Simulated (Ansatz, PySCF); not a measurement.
Molecule: sum formula SiNH4 (charge -1, singlet). 
Structure (B3LYP-D3(BJ)/def2-TZVP (Ansatz, a program for electronic structure) minimum search):
```xyz
6

N      1.0724    -0.4462    -0.2807
Si    -0.4330     0.1443     0.0840
H      1.8436     0.0367     0.1750
H     -0.9665     0.1212     1.5254
H     -1.4968    -0.6426    -0.6434
H     -0.8254     1.5882    -0.2677
```
Charge -1, spin multiplicity 1.

Total electronic energies in hartree. Valence correlation only, unless marked. No spin-orbit coupling. Non-relativistic. CBS marks a two-point X^-3 extrapolation of the correlation energy; Hartree-Fock from the larger set. The bracket is a focal-point correction in the basis named.

```
level                                                                             program  energy (Eh)
-------------------------------------------------------------------------  --------------  -----------
RI-HF/def2-TZVPP                                                                   Ansatz   -345.71874
RI-HF/def2-TZVPPD                                                                  Ansatz   -345.72268
RI-HF/def2-QZVPP                                                                   Ansatz   -345.73366
BP86-D4/def2-TZVPD                                                          PySCF + dftd4   -346.72906
TPSS-D3(BJ)/def2-TZVPD                                                      PySCF + dftd3   -346.72960
B3LYP/def2-TZVPD                                                                   Ansatz          [?]
PBE0/STO-3G                                                                        Ansatz          [?]
PBE0-D3(BJ)/def2-TZVP                                                      Ansatz + dftd3   -346.49156
BHLYP-D4/def2-TZVPD                                                        Ansatz + dftd4   -346.65358
BHLYP/def2-TZVPD                                                                   Ansatz   -346.64901
MN15-D3(BJ)/def2-TZVPD                                                      PySCF + dftd3   -346.51217
MP2/def2-QZVPP                                                                     Ansatz   -346.12921
RI-MP2/cc-pV(T+d)Z                                                                 Ansatz   -346.08603
SCS-MP2/cc-pV(D+d)Z                                                                Ansatz   -345.97284
SCS-MP2/cc-pwCVTZ                                                                  Ansatz   -346.09899
SCS-MP2/def2-QZVPP                                                                 Ansatz   -346.13793
CCSD/6-31G*                                                                        Ansatz   -345.92332
CCSD(T)/6-31G                                                                      Ansatz   -345.75663
CCSD(T)/6-31G*                                                                     Ansatz   -345.93095
CCSD(T)/aug-cc-pV(D+d)Z                                                            Ansatz   -346.05679
CCSD(T)/cc-pVDZ                                                                     PySCF   -345.99536
RI-MP2/CBS(aug-cc-pV(T+d)Z,aug-cc-pV(Q+d)Z)+[CCSD(T)-MP2]/aug-cc-pV(T+d)Z          Ansatz    -346.1898
RI-MP2/CBS(def2-TZVPPD,def2-QZVPPD)+[CCSD(T)-MP2]/def2-TZVPPD                      Ansatz    -346.1889
```

**Question.** Fill in the missing entries.

**Answer.** 
- B3LYP/def2-TZVPD, energy (Eh): -346.71791
- PBE0/STO-3G, energy (Eh): -342.15385
